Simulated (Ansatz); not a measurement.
Cl2H3Si2 (`[SiH3][Si](Cl)Cl`) radical. Charge 0, multiplicity 2.

```xyz
7

Si   -0.984    0.320   -0.025
Si    1.165   -0.342    0.655
Cl    2.564    0.913   -0.189
Cl    1.528   -2.260    0.000
H    -1.962   -0.605    0.602
H    -1.207    1.705    0.463
H    -1.104    0.270   -1.506
```

Question: List the harmonic frequencies (cm⁻¹, unscaled) at PBE0-D4/def2-TZVP in Ansatz. (An estimate is asked.)

Answer: The calculation gave: 96, 101, 136, 180, 370, 497, 507, 544, 576, 853, 928, 929, 2219, 2240, 2246.

Question: Is this a minimum?

Answer: Yes, all 15 modes are real.

Question: Give the ideal-gas thermochemistry at 298.15 K and 1 bar (rigid rotor, harmonic oscillator; point group Cs, symmetry number 1).

Answer: Zero-point energy 74.3 kJ/mol; H(298) − E = 94.9 kJ/mol; entropy 361.2 J/(mol·K), of which translation 169.6, rotation 118.9, vibration 67.0, electronic 5.8; G(298) − E = -12.8 kJ/mol. Modes under 100 cm⁻¹ are hindered rotations or soft bends, so the harmonic entropy is rough.

Question: Rotational constants (cm⁻¹)?

Answer: 0.07812, 0.06974, 0.03937.
